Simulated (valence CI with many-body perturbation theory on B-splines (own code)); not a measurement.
## E1 line list for In⁴⁴⁺

Computed by configuration interaction combined with many-body perturbation theory (CI+MBPT): three valence electrons over a frozen Dirac-Fock core [He], a basis of 11 s, 11 p, 10 d, 8 f, 5 g, 2 h functions for each j, with the one-electron correlation potential Σ1 (screened to all orders), the two-electron term Σ2, the three-electron term Σ3, Breit, model QED; selected single and double excitations, second order for the rest, scaled by the run's own slope (own B-spline code, finite nucleus).

No measured spectrum was set against this ion. As an estimate, large intervals hold to a few tenths of a per cent, small ones and those within an open d or f shell to about a per cent.

Lines 101 to 150 of 521 in falling wavelength, among levels below 6052.9 eV, chosen from the strongest by gf and those to the six lowest levels. Wavelengths and rates use the calculated energies. Electric multipoles are in the length gauge, E1 and E2 with the static RPA response of the core. Weak lines are less certain than strong ones. Lines between different terms over intervals too small for the method are left out, as are lines whose strength nearly cancels. The highest levels of a list are the least certain.

Levels are named by their leading jj configuration (3d3/2^4 stands for four electrons in 3d with j = 3/2), which in mixed levels can hold well under half, so a name can repeat and another be missing. Letters in brackets count levels of one name in rising energy.

```
λ vac (nm)                          Upper                       Lower   A (s⁻¹)  S (a.u.) with core polarisation  S without
     3.679          (2p3/2^2 3d5/2) J=9/2  (2s 2p3/2 3d5/2) J=7/2 [b]  1.38e+11                         3.40e-02   3.41e-02
     3.656          (2p3/2^2 3d3/2) J=7/2  (2s 2p3/2 3d3/2) J=5/2 [b]  8.23e+10                         1.59e-02   1.59e-02
     3.644             (2p3/2^2 3s) J=5/2     (2s 2p3/2 3s) J=3/2 [b]  9.75e+10                         1.40e-02   1.40e-02
     3.598          (2p3/2^2 3p1/2) J=3/2      (2s 2p3/2 3p1/2) J=1/2  1.51e+11                         1.39e-02   1.39e-02
     3.581          (2p3/2^2 3p3/2) J=7/2  (2s 2p3/2 3p3/2) J=5/2 [b]  1.18e+11                         2.15e-02   2.15e-02
     3.574          (2p3/2^2 3p1/2) J=5/2  (2s 2p3/2 3p1/2) J=3/2 [b]  1.03e+11                         1.40e-02   1.40e-02
     3.530             (2s 2p3/2^2) J=5/2          (2s^2 2p3/2) J=3/2  7.30e+10                         9.50e-03   9.52e-03
     3.463          (2p1/2 2p3/2^2) J=3/2      (2s 2p1/2 2p3/2) J=1/2  1.70e+11                         1.40e-02   1.40e-02
     3.445          (2p1/2 2p3/2^2) J=3/2  (2s 2p1/2 2p3/2) J=3/2 [b]  3.54e+10                         2.86e-03   2.86e-03
     3.297          (2p3/2^2 3d5/2) J=7/2  (2s 2p3/2 3d5/2) J=7/2 [a]  1.04e+11                         1.47e-02   1.47e-02
     3.279          (2p1/2 2p3/2^2) J=5/2  (2s 2p1/2 2p3/2) J=3/2 [b]  1.94e+11                         2.03e-02   2.03e-02
     3.277                (2p3/2^3) J=3/2          (2s 2p3/2^2) J=3/2  5.02e+11                         3.49e-02   3.49e-02
     3.274      (2p1/2 2p3/2 3d5/2) J=9/2      (2s 2p1/2 3d5/2) J=7/2  1.50e+11                         2.59e-02   2.60e-02
     3.263      (2p1/2 2p3/2 3p3/2) J=7/2      (2s 2p1/2 3p3/2) J=5/2  1.87e+11                         2.57e-02   2.58e-02
     3.259  (2p1/2 2p3/2 3d5/2) J=7/2 [a]  (2s 2p1/2 3d5/2) J=5/2 [a]  1.60e+11                         2.19e-02   2.20e-02
     3.256      (2p3/2^2 3d5/2) J=5/2 [b]  (2s 2p3/2 3d5/2) J=5/2 [b]  2.12e+11                         2.17e-02   2.17e-02
     3.232  (2p1/2 2p3/2 3p3/2) J=5/2 [a]  (2s 2p1/2 3p3/2) J=3/2 [a]  1.64e+11                         1.64e-02   1.65e-02
     3.227     (2s 2p3/2 3d5/2) J=7/2 [b]          (2s^2 3d5/2) J=5/2  2.62e+11                         3.48e-02   3.48e-02
     3.219          (2p3/2^2 3p3/2) J=5/2  (2s 2p3/2 3p3/2) J=5/2 [a]  1.64e+11                         1.62e-02   1.62e-02
     3.207      (2p1/2 2p3/2 3d3/2) J=7/2      (2s 2p1/2 3d3/2) J=5/2  1.47e+11                         1.92e-02   1.92e-02
     3.198      (2p1/2 2p3/2 3p1/2) J=5/2      (2s 2p1/2 3p1/2) J=3/2  2.16e+11                         2.09e-02   2.09e-02
     3.194  (2p1/2 2p3/2 3p1/2) J=3/2 [b]  (2s 2p1/2 3p1/2) J=1/2 [b]  2.01e+11                         1.29e-02   1.29e-02
     3.178         (2p1/2 2p3/2 3s) J=5/2          (2s^2 3p3/2) J=3/2  2.47e+11                         2.35e-02   2.36e-02
     3.177     (2s 2p3/2 4p1/2) J=3/2 [b]          (2s^2 4p1/2) J=1/2  3.23e+11                         2.05e-02   2.05e-02
     3.173        (2s 2p3/2 4s) J=3/2 [b]             (2s^2 4s) J=1/2  3.31e+11                         2.09e-02   2.10e-02
     3.171     (2s 2p3/2 3d3/2) J=3/2 [b]          (2s^2 3d3/2) J=3/2  2.15e+11                         1.35e-02   1.36e-02
     3.167     (2s 2p3/2 3p3/2) J=5/2 [b]         (2s 2p1/2 3s) J=3/2  2.16e+11                         2.03e-02   2.04e-02
     3.166      (2p3/2^2 3d5/2) J=5/2 [b]  (2s 2p3/2 3d5/2) J=7/2 [b]  2.44e+11                         2.30e-02   2.30e-02
     3.157     (2s 2p3/2 3d3/2) J=5/2 [b]          (2s^2 3d3/2) J=3/2  2.35e+11                         2.19e-02   2.20e-02
     3.149     (2s 2p3/2 3p1/2) J=3/2 [b]          (2s^2 3p1/2) J=1/2  2.28e+11                         1.41e-02   1.41e-02
     3.139     (2s 2p3/2 3d5/2) J=5/2 [b]          (2s^2 3d5/2) J=5/2  3.31e+11                         3.03e-02   3.03e-02
     3.122     (2s 2p3/2 3p3/2) J=3/2 [b]          (2s^2 3p3/2) J=3/2  2.02e+11                         1.22e-02   1.22e-02
     3.121  (2p1/2 2p3/2 3d5/2) J=7/2 [b]      (2s 2p1/2 3d5/2) J=7/2  1.00e+11                         1.21e-02   1.21e-02
     3.118     (2s 2p3/2 3d5/2) J=3/2 [b]          (2s^2 3d5/2) J=5/2  3.83e+11                         2.29e-02   2.30e-02
     3.110             (2p3/2^2 3s) J=3/2     (2s 2p3/2 3s) J=3/2 [a]  2.30e+11                         1.37e-02   1.37e-02
     3.086          (2p3/2^2 3p3/2) J=7/2      (2s 2p3/2 3p3/2) J=7/2  2.08e+11                         2.42e-02   2.42e-02
     3.084          (2p3/2^2 3p1/2) J=3/2  (2s 2p3/2 3p1/2) J=3/2 [a]  2.22e+11                         1.29e-02   1.29e-02
     3.083          (2p3/2^2 3p1/2) J=5/2      (2s 2p3/2 3p1/2) J=5/2  2.26e+11                         1.96e-02   1.96e-02
     3.077          (2p3/2^2 3d3/2) J=7/2      (2s 2p3/2 3d3/2) J=7/2  1.77e+11                         2.03e-02   2.04e-02
     3.076          (2p3/2^2 3d5/2) J=9/2      (2s 2p3/2 3d5/2) J=9/2  1.92e+11                         2.76e-02   2.76e-02
     3.062          (2p1/2 2p3/2^2) J=3/2      (2s 2p1/2 2p3/2) J=5/2  3.59e+10                         2.04e-03   2.04e-03
     3.051     (2s 2p1/2 2p3/2) J=3/2 [b]          (2s^2 2p1/2) J=1/2  3.29e+11                         1.85e-02   1.85e-02
     3.042             (2p3/2^2 3s) J=5/2         (2s 2p3/2 3s) J=5/2  2.20e+11                         1.83e-02   1.84e-02
     3.036         (2s 2p1/2 2p3/2) J=1/2          (2s^2 2p1/2) J=1/2  4.49e+11                         1.24e-02   1.24e-02
     3.006          (2p1/2 2p3/2^2) J=1/2  (2s 2p1/2 2p3/2) J=3/2 [b]  4.54e+11                         1.22e-02   1.22e-02
     2.974             (2s 2p3/2^2) J=1/2          (2s^2 2p3/2) J=3/2  3.76e+11                         9.76e-03   9.78e-03
     2.966             (2s 2p3/2^2) J=3/2          (2s^2 2p3/2) J=3/2  6.14e+11                         3.16e-02   3.17e-02
     2.960          (2p1/2^2 2p3/2) J=3/2          (2s 2p1/2^2) J=1/2  2.37e+11                         1.21e-02   1.22e-02
     2.931          (2p1/2 2p3/2^2) J=5/2      (2s 2p1/2 2p3/2) J=5/2  2.34e+11                         1.75e-02   1.75e-02
     2.861          (2p1/2 2p3/2^2) J=3/2  (2s 2p1/2 2p3/2) J=3/2 [a]  2.76e+11                         1.28e-02   1.28e-02
```
